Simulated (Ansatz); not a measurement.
```yaml
crystal:
  periodic: [false, false, false]
  atoms:
    - {symbol: Zr, position_ang: [0.963802, 1.657870, -0.907837]}
    - {symbol: Zr, position_ang: [0.963065, -1.911341, 0.175678]}
    - {symbol: Zr, position_ang: [-2.029023, -0.014722, -0.042138]}
    - {symbol: O, position_ang: [-0.946312, -1.668990, 0.772292]}
    - {symbol: O, position_ang: [-3.746163, -0.024129, 0.561406]}
    - {symbol: O, position_ang: [1.618138, 3.241800, -0.736461]}
    - {symbol: O, position_ang: [1.624308, -3.038902, 1.275345]}
    - {symbol: O, position_ang: [-1.126887, 1.421572, -0.480750]}
    - {symbol: O, position_ang: [2.000781, -0.021282, -0.097873]}
basis:
  gaussian: {orbitals: def2-TZVP}
total_charge: -1
magnetization: {spin_polarized: true, initial_magnetization: 1}
hamiltonian: {xc: {name: rPW86-PBE}, dispersion: d3bjatm}
scf: {lower_state_search: off}
output: {forces: true}
```

```sh
$ ansatz run in.yaml --threads 4 --pin off --events-out ev --progress --plain --max-ram 6963MiB
```

Shortened log:

```
Functional definition: rPW86-PBE
1869 factors; their error is unknown
mean field evaluation 1: about -16127.8009 eV, gradient 1.1e2 eV
mean field evaluation 2: about -15169.9822 eV, gradient 4.0e2 eV
mean field evaluation 4: about -15851.7949 eV, gradient 2.0e2 eV
mean field evaluation 8: about -16172.7967 eV, gradient 8.8e0 eV
mean field evaluation 16: about -16173.1114 eV, gradient 5.4e-2 eV
mean field evaluation 32: about -16173.1114 eV, gradient 1.3e-5 eV
mean field -16173.11141235 eV, -594.3508818751 hartree, gradient 3.9e-6 eV, S^2 0.751603; 0 other end points of the search recorded, 0 dependent functions left out
reference -16173.11158455 eV, -594.3508882033 hartree; 43, 42 occupied and 263, 264 virtual orbitals, 1869 factors
Total energy: -16173.41137592 eV, -594.3619053330 hartree
Atom 0 at     0.963802     1.657870    -0.907837 Å, force    -1.436139    -4.732426     0.468338 eV/Å
Atom 1 at     0.963065    -1.911341     0.175678 Å, force    -1.715708     3.945772    -2.239286 eV/Å
Atom 2 at    -2.029023    -0.014722    -0.042138 Å, force    -3.163213    -8.574576     2.286771 eV/Å
Atom 3 at    -0.946312    -1.668990     0.772292 Å, force     0.349146     0.942720    -0.958041 eV/Å
Atom 4 at    -3.746163    -0.024129     0.561406 Å, force    -0.640178     0.842744     0.006870 eV/Å
Atom 5 at     1.618138     3.241800    -0.736461 Å, force     1.414910     2.982614     0.383578 eV/Å
Atom 6 at     1.624308    -3.038902     1.275345 Å, force     1.984510    -2.705858     2.501498 eV/Å
Atom 7 at    -1.126887     1.421572    -0.480750 Å, force     4.624990     7.060815    -1.960527 eV/Å
Atom 8 at     2.000781    -0.021282    -0.097873 Å, force    -1.418318     0.238194    -0.489202 eV/Å
Dipole moment:     0.373303    -0.208849    -1.255348 e Å
Checks for a lower state left out: stability, starts, cluster_reference, orbital_swaps, neighbouring_geometries, increment
```

It took 16 s on 4 threads of Intel Xeon Platinum 8259CL on a shared host.

In the def2 sets Zr takes a core potential; there is no spin–orbit coupling. The highest occupied level of an anion often lies above zero with these methods, and sets without diffuse functions describe the outer electron poorly.

The dipole of an ion depends on the origin.
